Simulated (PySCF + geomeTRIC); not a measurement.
Species: HFInO, SMILES `[OH][In][F]` (H–O–In–F torsion 180°) (charge 0, multiplicity 2).

**Question.** Give a relaxed geometry from M06-2X/def2-TZVP (PySCF + geomeTRIC).

**Answer.** Several could match; the one computed here: the end point of this relaxation, one of several conformers (outside a Z-matrix the atoms follow the SMILES, hydrogens last).
Cartesian coordinates (Å) in one orientation:
```xyz
4

O     -1.020    -0.295     0.281
In     0.621     0.466    -0.574
F      2.252    -0.072     0.370
H     -1.858    -0.063    -0.131
```
